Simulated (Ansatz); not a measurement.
`[F][Ga]([F])[SeH]`. Charge 0, multiplicity 1. Geometry: relaxed with PBE0-D4/def2-TZVP. It is one conformer, not always the lowest.

```xyz
5

F    -1.571    0.811   -1.459
Ga   -0.256    0.381   -0.406
F     1.071    1.507   -0.400
Se   -0.285   -1.520    0.865
H     1.041   -1.179    1.401
```

What is the dipole moment at PBE/def2-TZVPP? (An estimate is asked.)

Ansatz gave: 2.44 D, with components (0.48, -1.84, 1.52) D in this frame, pointing from negative to positive charge.

And with r2SCAN, B3LYP, ωB97M-V? (An estimate is asked.)

Computed: r2SCAN 2.44 D, B3LYP 2.56 D, ωB97M-V 2.43 D.

Give the Mulliken charges with PBE, B3LYP, ωB97M-V in def2-TZVPP. (Best estimate.)

Computed: 
```json
{"atom": "F1", "PBE": "-0.31", "B3LYP": "-0.36", "ωB97M-V": "-0.36"}
{"atom": "Ga2", "PBE": "0.67", "B3LYP": "0.76", "ωB97M-V": "0.78"}
{"atom": "F3", "PBE": "-0.31", "B3LYP": "-0.36", "ωB97M-V": "-0.36"}
{"atom": "Se4", "PBE": "-0.13", "B3LYP": "-0.12", "ωB97M-V": "-0.16"}
{"atom": "H5", "PBE": "0.08", "B3LYP": "0.08", "ωB97M-V": "0.10"}
```

B3LYP here is the variant with VWN-RPA as its local correlation; programs differ in this.
